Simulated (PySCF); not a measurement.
Computed shifts of a molecule CH₁₂OSi₄, PBE0/pcSseg-1 in PySCF, GIAO, gas phase, atoms alike by connectivity averaged where their shifts nearly agree, in ppm (number of nuclei): ²⁹Si: 6.7 (1), -70.0 (1), -107.5 (1), -117.0 (1). ¹³C: -1.8 (1). ¹H: 5.99 (1), 4.30 (3), 3.99 (1), 3.78 (3), 3.69 (1), 0.96 (1), 0.61 (1), -0.20 (1). References: ¹⁷O against H2O (σ = 334.2 ppm); ²⁹Si against TMS (σ = 352.7 ppm); ¹³C against TMS (σ = 186.3 ppm); ¹H against TMS (σ = 31.56 ppm), references at their B3LYP-D3(BJ)/def2-TZVP geometries, non-relativistic. Geometry optimised at PBE0-D3(BJ)/def2-SVP. The values are those of a single conformer.

Q: Pick the molecule that these values belong to.
A. [SiH3]C[SiH2]O[SiH2][SiH3]
B. O[SiH2]C[SiH2][SiH2][SiH3]
C. O[Si@H](C[SiH3])[SiH2][SiH3]
D. O[Si@H]([SiH3])C([SiH3])[SiH3]

A: C, O[Si@H](C[SiH3])[SiH2][SiH3]
